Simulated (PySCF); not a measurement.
PySCF input for diglyme (C6H14O3), SMILES COCCOCCOC, TDDFT-PBE/def2-SVP. The structure is a stationary point at PBE-D3(BJ)/def2-SVP. The values are those of a single conformer.

```python
import numpy as np
from pyscf import gto, scf, dft, tdscf

mol = gto.M(
    atom='''
    C    -4.33460732    0.11234077   -0.35222088
    O    -3.33695360    0.90481444    0.25039478
    C    -2.03491783    0.68184727   -0.25351376
    C    -1.36389693   -0.55341228    0.37249925
    O    -0.07878238   -0.81133677   -0.15731346
    C     0.94806117    0.01608323    0.35121806
    C     2.27132403   -0.50759128   -0.18650536
    O     3.29777348    0.33114399    0.28762947
    C     4.57370482   -0.06238317   -0.15037131
    H    -5.30636699    0.41311564    0.08619886
    H    -4.20141945   -0.98171142   -0.17392529
    H    -4.38138993    0.27101809   -1.45776294
    H    -2.03483567    0.56845430   -1.36582725
    H    -1.44771583    1.59322683   -0.01424034
    H    -1.97139347   -1.45807259    0.16042934
    H    -1.33105188   -0.42642737    1.48214156
    H     0.96499818   -0.00105352    1.46889267
    H     0.83483758    1.08363362    0.04438415
    H     2.23381711   -0.52305637   -1.30527184
    H     2.41535146   -1.56700324    0.14466340
    H     4.65997643   -0.04975117   -1.26534087
    H     5.31044617    0.65119368    0.26767894
    H     4.84043874   -1.09184704    0.19565744
    ''',
    basis='def2-SVP',
    charge=0,
    spin=0,
    max_memory=1600,
    verbose=4,
)
mf = dft.RKS(mol, xc='pbe').density_fit(auxbasis='def2-universal-jkfit')
mf.grids.level = 3
mf.conv_tol = 1e-9
mf.max_cycle = 100
mf.kernel()
mf.grids = dft.Grids(mol).set(level=1).build(with_non0tab=True)  # coarser grid for the response kernel
td = tdscf.TDDFT(mf)
td.singlet = True
td.nstates = 10
td.conv_tol = 1e-4
td.positive_eig_threshold = 1e-6
td.kernel(x0=td.get_init_guess(mf, 15))
td.analyze()
tt = tdscf.TDA(mf)
tt.singlet = False
tt.nstates = 4
tt.conv_tol = 1e-4
tt.positive_eig_threshold = 1e-6
tt.kernel(x0=tt.get_init_guess(mf, 9))
tt.analyze(verbose=3)
```

Program output:

```
PySCF version 2.14.0

[INPUT] verbose = 4
[INPUT] num. atoms = 23
[INPUT] num. electrons = 74
[INPUT] charge = 0
[INPUT] spin (= nelec alpha-beta = 2S) = 0
[INPUT] symmetry False subgroup None
[INPUT] Mole.unit = angstrom
[INPUT] Symbol           X                Y                Z      unit          X                Y                Z       unit  Magmom
[INPUT]  1 C     -4.334607320000   0.112340770000  -0.352220880000 AA   -8.191220692335   0.212293287923  -0.665600998553 Bohr   0.0
[INPUT]  2 O     -3.336953600000   0.904814440000   0.250394780000 AA   -6.305928394381   1.709851485152   0.473177557221 Bohr   0.0
[INPUT]  3 C     -2.034917830000   0.681847270000  -0.253513760000 AA   -3.845437384694   1.288504599082  -0.479071575209 Bohr   0.0
[INPUT]  4 C     -1.363896930000  -0.553412280000   0.372499250000 AA   -2.577391659835  -1.045797643171   0.703921564106 Bohr   0.0
[INPUT]  5 O     -0.078782380000  -0.811336770000  -0.157313460000 AA   -0.148877121641  -1.533204290089  -0.297279355108 Bohr   0.0
[INPUT]  6 C      0.948061170000   0.016083230000   0.351218060000 AA    1.791575960635   0.030392899898   0.663705943401 Bohr   0.0
[INPUT]  7 C      2.271324030000  -0.507591280000  -0.186505360000 AA    4.292180356843  -0.959208502417  -0.352444051163 Bohr   0.0
[INPUT]  8 O      3.297773480000   0.331143990000   0.287629470000 AA    6.231888698054   0.625771448896   0.543540923654 Bohr   0.0
[INPUT]  9 C      4.573704820000  -0.062383170000  -0.150371310000 AA    8.643049484403  -0.117887106082  -0.284160592892 Bohr   0.0
[INPUT] 10 H     -5.306366990000   0.413115640000   0.086198860000 AA  -10.027580327533   0.780675417374   0.162892237650 Bohr   0.0
[INPUT] 11 H     -4.201419450000  -0.981711420000  -0.173925290000 AA   -7.939532094921  -1.855165717158  -0.328671164236 Bohr   0.0
[INPUT] 12 H     -4.381389930000   0.271018090000  -1.457762940000 AA   -8.279627012627   0.512149964903  -2.754772711141 Bohr   0.0
[INPUT] 13 H     -2.034835670000   0.568454300000  -1.365827250000 AA   -3.845282124796   1.074222941331  -2.581039435968 Bohr   0.0
[INPUT] 14 H     -1.447715830000   1.593226830000  -0.014240340000 AA   -2.735786424897   3.010762363009  -0.026910342521 Bohr   0.0
[INPUT] 15 H     -1.971393470000  -1.458072590000   0.160429340000 AA   -3.725393742056  -2.755357864835   0.303167514945 Bohr   0.0
[INPUT] 16 H     -1.331051880000  -0.426427370000   1.482141560000 AA   -2.515323510787  -0.805830941319   2.800841626236 Bohr   0.0
[INPUT] 17 H      0.964998180000  -0.001053520000   1.468892670000 AA    1.823582270904  -0.001990864267   2.775804852681 Bohr   0.0
[INPUT] 18 H      0.834837580000   1.083633620000   0.044384150000 AA    1.577614384695   2.047770761171   0.083873887772 Bohr   0.0
[INPUT] 19 H      2.233817110000  -0.523056370000  -1.305271840000 AA    4.221302550267  -0.988433287009  -2.466606295707 Bohr   0.0
[INPUT] 20 H      2.415351460000  -1.567003240000   0.144663400000 AA    4.564352753968  -2.961206959906   0.273374206248 Bohr   0.0
[INPUT] 21 H      4.659976430000  -0.049751170000  -1.265340870000 AA    8.806079199628  -0.094016085677  -2.391147698519 Bohr   0.0
[INPUT] 22 H      5.310446170000   0.651193680000   0.267678940000 AA   10.035288860545   1.230577709248   0.505839885914 Bohr   0.0
[INPUT] 23 H      4.840438740000  -1.091847040000   0.195657440000 AA    9.147103541335  -2.063291875517   0.369738975834 Bohr   0.0

nuclear repulsion = 469.126622085817
number of shells = 96
number of NR pGTOs = 314
number of NR cGTOs = 196
basis = def2-SVP
ecp = {}


******** <class 'pyscf.df.df_jk.DFRKS'> ********
method = DFRKS
initial guess = minao
damping factor = 0
level_shift factor = 0
DIIS = <class 'pyscf.scf.diis.CDIIS'>
diis_start_cycle = 1
diis_space = 8
diis_damp = 0
SCF conv_tol = 1e-09
SCF conv_tol_grad = None
SCF max_cycles = 100
direct_scf = False
XC library pyscf.dft.libxc version 7.1.2
    S. Lehtola, C. Steigemann, M. J. T. Oliveira, and M. A. L. Marques,  SoftwareX 7, 1–5 (2018)
XC functionals = pbe
    J. P. Perdew, K. Burke, and M. Ernzerhof,  Phys. Rev. Lett. 77, 3865 (1996)
    J. P. Perdew, K. Burke, and M. Ernzerhof,  Phys. Rev. Lett. 78, 1396 (1997)
    J. P. Perdew, K. Burke, and M. Ernzerhof,  Phys. Rev. Lett. 77, 3865 (1996)
    J. P. Perdew, K. Burke, and M. Ernzerhof,  Phys. Rev. Lett. 78, 1396 (1997)
radial grids:
    Treutler-Ahlrichs [JCP 102, 346 (1995); DOI:10.1063/1.469408] (M4) radial grids

becke partition: Becke, JCP 88, 2547 (1988); DOI:10.1063/1.454033
pruning grids: <function nwchem_prune>
grids dens level: 3
symmetrized grids: False
atomic radii adjust function: <function treutler_atomic_radii_adjust>
small_rho_cutoff = 0
Set gradient conv threshold to 3.16228e-05
Initial guess from minao.
tot grids = 264272
init E= -462.264043811814
  HOMO = -0.312252055260914  LUMO = -0.0308037327077044  gap/eV = 7.65860
cycle= 1 E= -461.586081287854  delta_E= 0.678  |g|= 0.939  |ddm|= 4.68
  HOMO = -0.0608399119167533  LUMO = 0.0529770875049436  gap/eV = 3.09712
cycle= 2 E= -461.104283439589  delta_E= 0.482  |g|= 1.82  |ddm|= 3.54
  HOMO = -0.194726152960671  LUMO = 0.0404133860047146  gap/eV = 6.39847
cycle= 3 E= -461.761986424727  delta_E= -0.658  |g|= 0.153  |ddm|= 2.58
  HOMO = -0.201994031882873  LUMO = 0.0317742027096555  gap/eV = 6.36116
cycle= 4 E= -461.765741998327  delta_E= -0.00376  |g|= 0.0808  |ddm|= 0.199
  HOMO = -0.196169088657646  LUMO = 0.0354823947698322  gap/eV = 6.30356
cycle= 5 E= -461.767243051905  delta_E= -0.0015  |g|= 0.0202  |ddm|= 0.098
  HOMO = -0.196762502131244  LUMO = 0.0354576091250228  gap/eV = 6.31903
cycle= 6 E= -461.767293344079  delta_E= -5.03e-05  |g|= 0.0114  |ddm|= 0.0286
  HOMO = -0.196946101754301  LUMO = 0.0352742286642714  gap/eV = 6.31904
cycle= 7 E= -461.767320011111  delta_E= -2.67e-05  |g|= 0.000671  |ddm|= 0.0117
  HOMO = -0.196928161210245  LUMO = 0.035287353125861  gap/eV = 6.31891
cycle= 8 E= -461.767320107046  delta_E= -9.59e-08  |g|= 0.000239  |ddm|= 0.00105
  HOMO = -0.196944293892257  LUMO = 0.0352881435454778  gap/eV = 6.31937
cycle= 9 E= -461.767320119365  delta_E= -1.23e-08  |g|= 8.68e-05  |ddm|= 0.000338
  HOMO = -0.196944023956067  LUMO = 0.0352852571185654  gap/eV = 6.31928
cycle= 10 E= -461.767320121064  delta_E= -1.7e-09  |g|= 2.15e-05  |ddm|= 0.000104
  HOMO = -0.19694575968034  LUMO = 0.0352845770704884  gap/eV = 6.31931
cycle= 11 E= -461.767320121092  delta_E= -2.82e-11  |g|= 1.81e-05  |ddm|= 3.17e-05
  HOMO = -0.19694336324748  LUMO = 0.0352853313804021  gap/eV = 6.31926
Extra cycle  E= -461.767320120923  delta_E= 1.69e-10  |g|= 3.46e-05  |ddm|= 4.46e-05
converged SCF energy = -461.767320120923
tot grids = 81232
Overwritten attributes  positive_eig_threshold  of <class 'pyscf.tdscf.rks.CasidaTDDFT'>


******** <class 'pyscf.tdscf.rks.CasidaTDDFT'> for <class 'pyscf.df.df_jk.DFRKS'> ********
nstates = 10 singlet
deg_eia_thresh = 1.000e-03
wfnsym = None
conv_tol = 0.0001
eigh lindep = 1e-12
eigh level_shift = 0
eigh max_cycle = 100


Excitation energies (eV)
[6.3723926  6.40193231 6.52877048 6.75264943 6.79985072 6.91663891
 7.04968655 7.25829065 7.29515435 7.38297068]

** Singlet excitation energies and oscillator strengths **
Excited State   1:      6.37239 eV    194.56 nm  f=0.0014
      37 -> 38       -0.66860
      37 -> 39        0.11282
      37 -> 40       -0.19388
Excited State   2:      6.40193 eV    193.67 nm  f=0.0040
      37 -> 38        0.10836
      37 -> 39        0.69710
Excited State   3:      6.52877 eV    189.90 nm  f=0.0158
      37 -> 38       -0.19320
      37 -> 40        0.67738
Excited State   4:      6.75265 eV    183.61 nm  f=0.0034
      36 -> 38       -0.38014
      36 -> 39       -0.59441
Excited State   5:      6.79985 eV    182.33 nm  f=0.0143
      36 -> 38        0.56628
      36 -> 39       -0.37431
      36 -> 40       -0.18915
Excited State   6:      6.91664 eV    179.25 nm  f=0.0277
      36 -> 38        0.17467
      36 -> 40        0.67918
Excited State   7:      7.04969 eV    175.87 nm  f=0.0032
      37 -> 41        0.69827
Excited State   8:      7.25829 eV    170.82 nm  f=0.0022
      35 -> 38        0.67479
      35 -> 40        0.17148
Excited State   9:      7.29515 eV    169.95 nm  f=0.0204
      35 -> 39        0.70112
Excited State  10:      7.38297 eV    167.93 nm  f=0.0064
      36 -> 41       -0.66953
      37 -> 42       -0.21371

** Transition electric dipole moments (AU) **
state          X           Y           Z        Dip. S.      Osc.
  1         0.0369     -0.0297      0.0803      0.0087      0.0014
  2        -0.0748      0.0992     -0.0995      0.0253      0.0040
  3         0.0769     -0.1217      0.2796      0.0989      0.0158
  4         0.0147      0.0665     -0.1266      0.0207      0.0034
  5         0.0675     -0.1543      0.2399      0.0859      0.0143
  6         0.0197     -0.2436      0.3225      0.1637      0.0277
  7         0.1066     -0.0477     -0.0702      0.0186      0.0032
  8        -0.0365      0.0293     -0.1001      0.0122      0.0022
  9        -0.1464     -0.1923      0.2360      0.1141      0.0204
 10         0.0548     -0.1588     -0.0835      0.0352      0.0064

** Transition velocity dipole moments (imaginary part, AU) **
state          X           Y           Z        Dip. S.      Osc.
  1         0.0038      0.0011      0.0103      0.0001      0.0003
  2        -0.0192      0.0194     -0.0201      0.0012      0.0033
  3         0.0151     -0.0161      0.0570      0.0037      0.0104
  4         0.0033      0.0104     -0.0248      0.0007      0.0020
  5         0.0144     -0.0278      0.0444      0.0029      0.0079
  6         0.0037     -0.0586      0.0766      0.0093      0.0245
  7         0.0354     -0.0167     -0.0103      0.0016      0.0042
  8        -0.0085      0.0021     -0.0199      0.0005      0.0012
  9        -0.0372     -0.0483      0.0642      0.0078      0.0195
 10         0.0141     -0.0444     -0.0213      0.0026      0.0064

** Transition magnetic dipole moments (imaginary part, AU) **
state          X           Y           Z
  1         0.0411     -0.1796     -0.0978
  2        -0.2604      0.1740      0.7042
  3        -0.1111     -0.0810      0.1858
  4        -0.2053     -0.0282      0.1419
  5         0.1006      0.3482      0.2872
  6         0.5494      0.7264      0.4113
  7         0.0035      0.0349     -0.0227
  8         0.0486     -0.2308     -0.2875
  9         0.1702     -0.3147     -0.3236
 10        -0.0071      0.2070      0.2947
Overwritten attributes  positive_eig_threshold  of <class 'pyscf.tdscf.rks.TDA'>


******** <class 'pyscf.tdscf.rks.TDA'> for <class 'pyscf.df.df_jk.DFRKS'> ********
nstates = 4 triplet
deg_eia_thresh = 1.000e-03
wfnsym = None
conv_tol = 0.0001
eigh lindep = 1e-12
eigh level_shift = 0
eigh max_cycle = 100


Excitation energies (eV)
[6.21314817 6.29754261 6.42833502 6.57114643]

** Triplet excitation energies and oscillator strengths **
Excited State   1:      6.21315 eV    199.55 nm  f=0.0000
Excited State   2:      6.29754 eV    196.88 nm  f=0.0000
Excited State   3:      6.42834 eV    192.87 nm  f=0.0000
Excited State   4:      6.57115 eV    188.68 nm  f=0.0000
```

Self-consistency was reached.
